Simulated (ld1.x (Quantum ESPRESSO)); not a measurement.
**Transferability test, TM semilocal potential for Tc (Z = 43)**

technetium, norm-conserving Troullier–Martins (semilocal form), made with ld1.x (Quantum ESPRESSO) 7.5 (PBE, scalar-relativistic). Core [Kr], reference 4d5 5s2 5p0. Waves: 5p (bound, empty): rc 0.94 bohr; 4d (bound): rc 1.65 bohr; 5s (bound): rc 1.95 bohr. Local part: the s channel. Core correction: Bessel-smoothed model core inside 0.95 bohr.

Energies are relative to the spin-unpolarised reference configuration 4d5 5s2 5p0; without spin polarisation the order of configurations can differ from experiment.

```csv
valence configuration,charge,ΔE all-electron (eV),error AE − PS (meV)
4d5 5s1 5p0,+1,8.153,-1.5
4d6 5s0 5p0,+1,6.165,-86
4d3 5s0 5p0,+4,93.745,-795
4d5 5s1.5 5p0,+0.5,3.282,-0.5
4d6 5s1 5p0,0,-0.939,-43
```

Task: What are ΔE and the potential's error for 4d5 5s0 5p0?

Result: ΔE = 23.004 eV all-electron; the error (AE − PS) is -24 meV.

Task: What are ΔE and the potential's error for 4d4 5s0 5p0?

Result: ΔE = 51.710 eV all-electron; the error (AE − PS) is -176 meV.

The ghost test of this file was not conclusive. The 5p radius (0.94 bohr) lies inside the outermost node of the all-electron wave (1.45 bohr), which a nodeless pseudo-wave cannot match soundly.
